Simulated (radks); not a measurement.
Q: Coherent X-ray form factor from a spherical all-electron density. All-electron calculation, Dirac Kohn-Sham, revPBE, spin-unpolarised, spherical densities, point nucleus. Program: a radial shooting solver on a logarithmic mesh with Libxc functionals.

sin(theta)/lambda (1/angstrom),f0 (electrons)
0.05,76.382
0.1,74.609
0.15,71.904
0.2,68.567
0.25,64.906
0.3,61.180
0.4,54.195
0.5,48.274
0.6,43.388
0.8,35.717
1,29.684
1.25,23.811
1.5,19.678
2,15.140

The species is in the configuration that NIST lists as its ground one. Which atom or ion scatters so?

A: The thallium ion Tl4+, [Xe] 4f14 5d9. Extrapolating in s^2 from the first two rows gives f0(0) = 77.0, near the electron count 77; among species with that count, the fall with angle is slower the higher Z, and the table is that of Z = 81; from so few rows the species is fixed only to a neighbour or two.
